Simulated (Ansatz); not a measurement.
[Cu(NH3)3F]+ (CuN₃FH₉⁺) was relaxed with PBE-D4 (def2-SVP) in Ansatz in these states: charge +1 doublet, neutral singlet. The geometries follow in no particular order.

A:

```tsv
atom	x (Å)	y (Å)	z (Å)
Cu1	-0.2768	1.0256	-0.4098
N2	0.0693	-1.9151	1.1987
H3	0.7237	-2.1839	1.9456
H4	0.6474	-1.4640	0.4239
H5	-0.3014	-2.7981	0.8227
N6	-1.3214	0.4814	1.1144
H7	-2.3377	0.4143	0.9697
H8	-1.1921	1.0642	1.9530
H9	-0.9316	-0.5066	1.3253
N10	0.7310	1.6044	-1.9946
H11	1.3348	2.4337	-1.9499
H12	0.3036	1.5767	-2.9277
H13	1.2914	0.7125	-1.7978
F14	1.2598	-0.4449	-0.6735
```

B:

```xyz
14

Cu   -0.198   -0.214   -0.083
N    -1.935    0.774    0.396
H    -2.128    1.009    1.380
H    -2.522   -0.040    0.130
H    -2.222    1.579   -0.179
N     1.134    1.254    0.455
H     1.968    1.288   -0.152
H     1.490    1.116    1.414
H     0.731    2.203    0.438
N     1.162   -1.621   -0.714
H     1.830   -2.024   -0.041
H     1.671   -1.450   -1.594
H     0.418   -2.319   -0.903
F    -1.400   -1.554   -0.548
```

Judge from the bond lengths which geometry belongs to which state (an estimate).

A is the neutral singlet (Cu1–N2 3.370 Å, Cu1–F14 2.143 Å, Cu1–N6 1.926 Å); B is the charge +1 doublet (Cu1–N2 2.055 Å, Cu1–F14 1.859 Å, Cu1–N6 2.054 Å).

The neutral singlet has come apart into loosely held pieces.
